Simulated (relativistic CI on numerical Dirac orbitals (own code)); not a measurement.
# Electric-dipole lines of Re⁹⁺

These numbers are calculated, not measured: Dirac-Coulomb-Breit CI, KLI orbitals optimised for each configuration, model QED (radiative potential, 1s self-energy scaled to tabulated hydrogen-like ionisation energies), unscaled Slater integrals (own radial code, finite nucleus).

Configurations in the expansion (outside the closed core [Kr] 4d10): 4f14.5s2.5p4, 4f13.5s2.5p5, 4f14.5s.5p5, 4f14.5s2.5p3.5d, 4f14.5s.5p4.5d, 4f13.5s2.5p4.5d, 4f14.5s2.5p3.5f, 4f14.5s2.5p3.6s, 4f14.5s2.5p3.5g, 4f13.5s2.5p4.6s, 4f14.5s.5p4.5f, 4f14.5s2.5p3.6p, 4f13.5s2.5p4.6p, 4f14.5p5.5d, 4f14.5s.5p4.5g, 4f13.5s2.5p4.5f, 4f14.5s2.5p2.5d.6p, 4f14.5s.5p3.5d2, 4f14.5p6, 4f13.5p6.5d, 4f14.5s2.5p2.5d2, 4f14.5s2.5p.5d3, 4f14.5s.5p2.5d3, 4f13.5s2.5p2.5d3, 4f14.5s2.5p.5d2.5f, 4f14.5s2.5p2.5d.6s, 4f14.5s2.5p.5d2.6s, 4f14.5s.5p2.5d2.6s, 4f13.5s2.5p2.5d2.6s, 4f14.5s2.5p.5d.5f.6s. Double excitations out of closed p, d and f shells are left out; levels of such configurations are missing from the list, as are those of other unlisted configurations, and high levels can miss mixing partners. Some configurations lack a partner that the ground configuration has and come out too high, among them 4f13.5s2.5p4.6s, 4f13.5s2.5p4.6p, 4f13.5s2.5p4.5f, 4f14.5s2.5p3.5g, 4f14.5s.5p4.5f.

```
λ vac (nm)                   Lower                        Upper   A (s⁻¹)        gf  Branching (%)
    16.648   4f13.5s2.5p5 3G_5 [6]  4f13.5s2.5p4.6s 3G°_5 [325]  8.53e+10  3.90e+00           73.2
    17.450   4f13.5s2.5p5 1D_2 [7]  4f13.5s2.5p4.5d 3F°_3 [306]  1.38e+11  4.40e+00           53.0
    17.630   4f13.5s2.5p5 3G_5 [6]  4f13.5s2.5p4.5d 3H°_5 [301]  1.26e+11  6.45e+00           62.3
    17.679   4f14.5s2.5p4 3P_2 [1]  4f14.5s2.5p3.5d 3D°_2 [162]  1.67e+11  3.91e+00           83.7
    17.762  4f13.5s2.5p5 3G_4 [11]  4f13.5s2.5p4.5d 1G°_4 [312]  1.30e+11  5.53e+00           48.9
    17.814   4f14.5s2.5p4 3P_2 [1]  4f14.5s2.5p3.5d 1F°_3 [161]  2.51e+11  8.34e+00           96.0
    17.815   4f14.5s2.5p4 3P_2 [1]  4f14.5s2.5p3.5d 3P°_1 [160]  1.32e+11  1.88e+00           79.4
    17.827   4f13.5s2.5p5 1D_2 [7]  4f13.5s2.5p4.5d 3P°_1 [297]  2.51e+11  3.59e+00           60.0
    17.867   4f13.5s2.5p5 1F_3 [4]  4f13.5s2.5p4.5d 1F°_3 [291]  1.07e+11  3.58e+00           38.7
    17.935   4f13.5s2.5p5 3F_4 [3]  4f13.5s2.5p4.5d 3G°_5 [289]  4.41e+10  2.34e+00           38.7
    17.953  4f14.5s2.5p4 1D_2 [10]  4f13.5s2.5p4.5d 3F°_2 [309]  1.51e+11  3.64e+00           37.4
    17.986   4f14.5s2.5p4 3P_2 [1]  4f14.5s2.5p3.5d 3P°_2 [154]  7.84e+10  1.90e+00           65.9
    18.034   4f13.5s2.5p5 3F_4 [3]  4f13.5s2.5p4.5d 3G°_5 [285]  1.66e+11  8.89e+00           64.9
    18.034   4f13.5s2.5p5 3F_3 [8]  4f13.5s2.5p4.5d 3H°_4 [299]  1.76e+11  7.73e+00           60.7
    18.080   4f13.5s2.5p5 3D_2 [9]  4f13.5s2.5p4.5d 3F°_3 [303]  1.43e+11  4.89e+00           44.2
    18.083   4f13.5s2.5p5 3F_4 [3]  4f13.5s2.5p4.5d 3D°_3 [284]  7.39e+10  2.54e+00           57.5
    18.085   4f13.5s2.5p5 3F_4 [3]  4f13.5s2.5p4.5d 3F°_4 [283]  1.61e+11  7.09e+00           42.6
    18.109   4f13.5s2.5p5 3G_5 [6]  4f13.5s2.5p4.5d 3G°_5 [289]  6.75e+10  3.65e+00           59.2
    18.118   4f13.5s2.5p5 1F_3 [4]  4f13.5s2.5p4.5d 3F°_4 [283]  1.88e+11  8.33e+00           49.9
    18.134  4f13.5s2.5p5 3G_3 [16]  4f13.5s2.5p4.5d 3G°_3 [389]  1.88e+11  6.49e+00           55.2
    18.162   4f13.5s2.5p5 3G_5 [6]  4f13.5s2.5p4.5d 3H°_6 [287]  3.93e+11  2.53e+01          100.0
    18.187  4f13.5s2.5p5 3G_4 [11]  4f13.5s2.5p4.5d 1H°_5 [307]  3.88e+11  2.12e+01           98.4
    18.210   4f13.5s2.5p5 3G_5 [6]  4f13.5s2.5p4.5d 3G°_5 [285]  8.34e+10  4.56e+00           32.6
    18.212  4f13.5s2.5p5 3D_3 [13]  4f13.5s2.5p4.5d 3G°_4 [380]  1.15e+11  5.16e+00           36.3
    18.222   4f14.5s2.5p4 3P_2 [1]  4f14.5s2.5p3.5d 3D°_3 [147]  5.65e+10  1.97e+00           68.5
    18.266  4f13.5s2.5p5 3D_3 [13]  4f13.5s2.5p4.5d 3D°_3 [379]  2.54e+11  8.91e+00           73.9
    18.272   4f13.5s2.5p5 1F_3 [4]  4f13.5s2.5p4.5d 1D°_2 [279]  1.06e+11  2.66e+00           40.3
    18.305  4f13.5s2.5p5 1G_4 [14]  4f13.5s2.5p4.5d 3G°_4 [380]  1.98e+11  8.93e+00           62.2
    18.313   4f13.5s2.5p5 3F_3 [8]  4f13.5s2.5p4.5d 3G°_4 [295]  1.56e+11  7.04e+00           74.5
    18.374   4f13.5s2.5p5 3F_4 [3]  4f13.5s2.5p4.5d 3D°_3 [275]  7.37e+10  2.61e+00           50.4
    18.380   4f13.5s2.5p5 3F_4 [3]  4f13.5s2.5p4.5d 3G°_5 [274]  9.38e+10  5.23e+00           76.5
    18.405   4f13.5s2.5p5 3F_4 [3]  4f13.5s2.5p4.5d 3G°_5 [272]  3.86e+10  2.16e+00           54.4
    18.406   4f13.5s2.5p5 1D_2 [7]  4f13.5s2.5p4.5d 3P°_2 [281]  1.10e+11  2.79e+00           48.9
    18.436  4f13.5s2.5p5 3G_3 [16]  4f13.5s2.5p4.5d 3H°_4 [385]  3.44e+11  1.58e+01           98.1
    18.436  4f14.5s2.5p4 1D_2 [10]  4f13.5s2.5p4.5d 3G°_3 [300]  1.09e+11  3.89e+00           39.9
    18.443   4f13.5s2.5p5 1D_2 [7]  4f13.5s2.5p4.5d 3D°_3 [280]  8.75e+10  3.12e+00           36.2
    18.471  4f13.5s2.5p5 1D_2 [17]  4f13.5s2.5p4.5d 3G°_3 [389]  1.51e+11  5.39e+00           44.2
    18.495  4f13.5s2.5p5 3D_3 [13]  4f13.5s2.5p4.5d 3P°_2 [371]  3.23e+11  8.27e+00           95.2
    18.501  4f13.5s2.5p5 1G_4 [14]  4f13.5s2.5p4.5d 1H°_5 [377]  3.53e+11  1.99e+01           99.8
    18.594   4f13.5s2.5p5 1F_3 [4]  4f13.5s2.5p4.5d 1D°_2 [267]  8.66e+10  2.25e+00           57.7
    18.597  4f13.5s2.5p5 1D_2 [17]  4f13.5s2.5p4.5d 3F°_2 [387]  2.96e+11  7.68e+00           82.2
    18.777   4f13.5s2.5p5 3F_3 [8]  4f13.5s2.5p4.5d 3D°_3 [280]  1.02e+11  3.76e+00           42.0
    23.063   4f13.5s2.5p5 3G_5 [6]  4f13.5s2.5p4.5d 3H°_6 [133]  5.19e+10  5.37e+00          100.0
    23.105  4f13.5s2.5p5 3G_4 [11]  4f13.5s2.5p4.5d 3I°_5 [155]  4.96e+10  4.36e+00           96.6
    23.461   4f14.5s2.5p4 3P_2 [1]   4f14.5s2.5p3.5d 3G°_3 [26]  2.98e+10  1.72e+00           98.4
```

Terms are leading LS components. Brackets give the number of a level in order of energy, since labels repeat. The list gives strong lines, with weight on those to low levels, without lines whose two gauges differ by over a factor of 2.5, among the lowest 400 of 8897 levels, so that lines to higher ones, which can be the strongest, are missing. Levels whose partners in the same complex of configurations lie outside the list can be far off, and so can their lines. Rates are taken at the computed energies, electric ones in the length gauge.

At this charge transitions that keep the count of f electrons are usually good to a few per cent. Levels and lines within the n = 5 or 6 shells can be off by up to 10 % or somewhat more, and those that change n by about 2 %, since core polarisation is missing. Levels that differ in their count of f electrons can be misplaced by several ten thousand cm⁻¹, since the correlation energy of f electrons is missing or only estimated; rates across such gaps can be off by orders of magnitude.

LS names give the leading component of a level, which can be under half, so a name can repeat, a term be missing and a line seem to break the LS rules.
